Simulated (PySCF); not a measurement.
# C₆ coefficients of unlike pairs at M06

Calculated with PySCF 2.14 from the dipole response of each species, C₆(A,B) = (3/π) ∫ α_A(iu) α_B(iu) du, in atomic units, from isotropic polarisabilities. For ions this is the dispersion term alone; charge-induced terms of lower order in 1/R come first.

```json
{"species": "As³⁺", "configuration": "[Ar] 3d10 4s2 (1S)", "basis": "aug-cc-pVQZ-PP with one added diffuse shell each of s, p, d, f, g type with ECP10MDF (8s7p6d4f3g)", "relativity": "core potential", "α (bohr³)": "5.830", "C₆ (like pair)": "16.38"}
{"species": "Os³⁺", "configuration": "[Xe] 4f14 5d5 (6S)", "basis": "x2c-TZVPPall with one added diffuse shell each of s, p, d, f type (12s8p8d4f1g)", "relativity": "spin-free X2C", "α (bohr³)": "6.804", "C₆ (like pair)": "37.13"}
{"species": "O⁺", "configuration": "[He] 2s2 2p3 (4S)", "basis": "aug-cc-pCVQZ-DK (9s8p6d4f2g)", "relativity": "spin-free X2C", "α (bohr³)": "2.550", "C₆ (like pair)": "4.880"}
```

Task: Estimate C₆ for O⁺ with As³⁺.

Result: The integral gives 8.733. The combination rule 2 C_A C_B / (C_A α_B/α_A + C_B α_A/α_B) gives 8.725 and the geometric mean 8.940.

No spin-orbit coupling is included.

The other pairs:

```
      pair     C₆
Os³⁺, As³⁺  23.88
  O⁺, Os³⁺  13.45
```
